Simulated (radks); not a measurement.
Question: N, configuration [He] 2s2 2p3 (the NIST ground configuration). Method: non-relativistic Kohn-Sham, PBE, spin-polarised, spherical densities, point nucleus; open shells are filled with parallel spins first; hard spherical wall at 2.5 bohr; computed with a radial shooting solver on a logarithmic mesh with Libxc functionals. Some entries of the table are withheld. Estimate them.

| orbital | occ. | eigenvalue (eV) | <r> (bohr) | <r^2> (bohr^2) |
|---|---|---|---|---|
| 1s up | 1 | -366.3636 | 0.2310 | 0.07229 |
| 1s down | 1 | -364.5317 | 0.2300 | 0.07160 |
| 2s up | 1 | -7.9289 | 1.145 | 1.488 |
| 2s down | 1 | -2.3516 | 1.160 | 1.526 |
| 2p up | 3 | 5.0662 | 1.098 | 1.400 |
| 2p down | 0 | 10.7403 | 1.117 | 1.445 |
| 3d up | 0 | 51.5527 | (1) | 2.428 |
| 3d down | 0 | 55.8200 | (2) | 2.468 |
| 3s up | 0 | 70.2229 | 1.421 | 2.394 |
| 3p up | 0 | (3) | 1.340 | 2.207 |
| 3s down | 0 | 74.5098 | 1.417 | 2.389 |
| 3p down | 0 | (4) | 1.332 | 2.192 |

Answer: 
(1) 3d up <r> (bohr): 1.511
(2) 3d down <r> (bohr): 1.525
(3) 3p up eigenvalue (eV): 70.6624
(4) 3p down eigenvalue (eV): 75.0154
